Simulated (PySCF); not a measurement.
## Radial density of Mg (magnesium, neutral)

UHF, [Ne] 3s2, closed-shell 1S. All numbers are calculated (PySCF 2.14, no relativity, point nucleus, in pcseg-2 (5s3p1d, 19 functions)).

```csv
r (bohr),4πr²ρ (e/bohr)
0.00172,0.03896
0.00289,0.1075
0.00486,0.2894
0.00817,0.7568
0.0137,1.872
0.0231,4.234
0.0389,8.220
0.0654,12.44
0.110,12.71
0.185,8.445
0.311,8.468
0.523,11.09
0.880,5.958
1.48,1.187
2.49,0.6948
4.19,0.3507
7.05,0.03208
11.9,5.379e-05
```
